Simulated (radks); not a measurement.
Spherical quantum dot in the effective-mass picture: electrons in a well V = -V0 / (1 + exp((r - R)/a)) with V0 = 58.3, R = 1.57, a = 0.056, with a point charge +1 (a donor) at the centre, all in effective atomic units (hartree* = m*/eps^2 hartree, bohr* = eps/m* bohr), one dielectric constant everywhere. Method: non-relativistic Kohn-Sham, r2SCAN, spin-polarised, spherical densities, generalised Kohn-Sham scheme; computed with a radial shooting solver with Libxc functionals. Levels are named by radial order and angular momentum (1s, 1p, 1d, 2s, ...), and open shells are averaged over m. Results are scaled to m* = 0.482 and eps = 7.1, for which hartree* = 260.2 meV and bohr* = 0.7795 nm.

N = 3, configuration 1s2 1p(up 1, down 0). This is the lowest configuration that the search found. Occupied and some empty levels:

level    occupation  eigenvalue (meV)  <r> (nm)
1s up             1            -14457    0.5920
1s down           1            -14413    0.5855
1p up             1            -13856    0.7344
1p down           0            -13812    0.7323
1d up             0            -13158    0.8086
1d down           0            -13121    0.8074
2s up             0            -12998    0.6212
2s down           0            -12990    0.6229
1f up             0            -12330    0.8595
1f down           0            -12302    0.8585

Energy (meV): total -43826.5, kinetic 1904.9, external -46506, Hartree 1277.7, exchange-correlation -503.40.
